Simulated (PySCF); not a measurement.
# Correlation energy of Mo³⁰⁺ (molybdenum, charge +30)

[Ne] 3s2, closed-shell 1S. Computed with PySCF 2.14 in an uncontracted even-tempered set (18 s from 4.4 bohr⁻², ratio 2.5; 11 p from 5.7 bohr⁻², ratio 2.5; 4 d from 22 bohr⁻², ratio 2.7; 4 f from 32 bohr⁻², ratio 2.7), with the spin-free X2C one-electron Hamiltonian (Gaussian nucleus). Frozen: 1s2; 10 electrons correlated; the 19 highest virtual orbitals of each spin left out.

| level | correlation energy (mhartree) |
| --- | --- |
| CCSD | -467.90 |
| (T) | -1.33 |
| CCSD(T) | -469.23 |

Diagnostics: T1 = 0.00038, D1 = 0.0012, largest double amplitude 0.070.

Cost of the coupled-cluster step: about 6 core-seconds, for 10 correlated electrons.

At this charge the one-electron X2C treatment keeps the bare 1/r₁₂, with no two-electron picture change or Breit term. The effect here is smaller than on the frozen 1s shell; and a scalar Hamiltonian misses the large spin-orbit splitting of the p shells, which matters for ns² → np² pairs.
